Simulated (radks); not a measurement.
Question: Coherent X-ray form factor from a spherical all-electron density. Method: scalar-relativistic Kohn-Sham, exchange-only PBE, spin-polarised, spherical densities, finite nucleus; Fermi nuclear charge, rms radius of each element as measured or else 0.836 A^(1/3) + 0.57 fm; computed with a radial shooting solver on a logarithmic mesh with Libxc functionals.

| sin(theta)/lambda (1/angstrom) | f0 (electrons) |
|---|---|
| 0.05 | 56.391 |
| 0.1 | 54.669 |
| 0.15 | 52.111 |
| 0.2 | 49.073 |
| 0.25 | 45.891 |
| 0.3 | 42.811 |
| 0.4 | 37.418 |
| 0.5 | 33.088 |
| 0.6 | 29.522 |
| 0.8 | 23.884 |
| 1 | 19.914 |
| 1.25 | 16.735 |
| 1.5 | 14.518 |
| 2 | 10.759 |

The species is in the configuration that NIST lists as its ground one. Which atom or ion scatters so?

Answer: The promethium ion Pm4+, [Xe] 4f3. Extrapolating in s^2 from the first two rows gives f0(0) = 57.0, near the electron count 57; among species with that count, the fall with angle is slower the higher Z, and the table is that of Z = 61; from so few rows the species is fixed only to a neighbour or two.
